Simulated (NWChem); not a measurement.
# C2H4O3Si; SMILES O[Si]1(O)C=CO1

```xyz
10

O      1.2534     1.3858     0.2188
Si    -0.0293     0.3505     0.1109
O     -1.3588     1.2917    -0.0865
C     -0.2236    -1.1960     1.0801
C      0.0183    -1.7994    -0.1001
O      0.2476    -0.8579    -1.1053
H      2.1259     0.9852     0.0943
H     -1.2044     2.1514    -0.5044
H     -0.4482    -1.6387     2.0382
H      0.0614    -2.8423    -0.4081
```
Atoms are numbered in this order, from 1.

The geometry was optimised at B3LYP/6-31G* (spherical d). B3LYP is NWChem's, with the RPA form of VWN correlation.

Question: Give the principal values of the shielding tensors (ppm) of O1, Si2, O3, C4, C5 from B3LYP/6-31G* (spherical d), GIAO (NWChem), with their diamagnetic and paramagnetic parts as GIAO splits them.

Answer: 
```tsv
atom	σ11	σ22	σ33	isotropic	diamagnetic	paramagnetic
O1	250.7	258.1	314.0	274.3	392.0	-117.7
Si2	418.6	442.1	471.2	444.0	882.8	-438.9
O3	245.1	270.1	329.9	281.7	390.9	-109.2
C4	14.4	130.9	152.5	99.3	255.8	-156.5
C5	-83.3	59.1	119.4	31.8	255.4	-223.6
```
